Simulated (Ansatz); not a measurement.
`C=[CH][SnH2][Br]` + `N=O` → `C=CN=O` + `[Br][SnH3]`  (substitution at a C–Sn bond)

Isolated molecules relaxed with PBE0-D4/def2-TZVP in Ansatz; ΔE leaves out vibrations. CCSD(T)/CBS is the MP2 limit (def2-TZVPP, def2-QZVPP) plus CCSD(T) − MP2 in def2-TZVPP, frozen cores. This one scheme is used for every species. DFT in def2-TZVPP. Elements past krypton have def2 core potentials. For Br, Sn outer-core shells are correlated without core-valence functions, which leaves a few kJ/mol of doubt a bond. Scalar relativity is left out up to krypton. One conformer a species, not always the lowest.

| level | ΔE (kJ/mol) |
| --- | --- |
| B2PLYP | -19.6 |
| PBE | -32.0 |
| PBE0 | -26.2 |
| HF/CBS(def2) | -20.2 |

(1) What does CCSD(T)/CBS give? (An estimate is asked.)

(2) What do rigid-rotor, harmonic-oscillator terms from PBE0-D4/def2-TZVP frequencies (298.15 K, 1 bar) make of the CCSD(T)/CBS value? (Best estimate.)

Largest T1 diagnostic among the species: 0.015.

Answers

(1) Computed: -2.6 kJ/mol. The listed levels differ from it by -17.0, -29.4, -23.6, -17.6 kJ/mol.

(2) Computed: ΔZPE = -0.8 kJ/mol, ΔH = -6.4 kJ/mol, ΔS = -16 J/(mol·K), ΔG = -1.8 kJ/mol.

In def2-TZVPP, CCSD(T) changes the Hartree–Fock value by +14.3 kJ/mol (the triples alone add −1.4 kJ/mol) and MP2 by +16.9 kJ/mol. The D4 term adds +7.7 kJ/mol with B3LYP and +4.4 kJ/mol with PBE0; it sums over pairs of atoms, weighted by their polarisabilities, and B3LYP, whose exchange is more repulsive, gets the larger term. From r2SCAN to r2SCAN0 (25 % exact exchange), in def2-TZVPP and without D4, ΔE moves by +5.4 kJ/mol.

B3LYP here is the variant with VWN-RPA as its local correlation; programs differ in this.
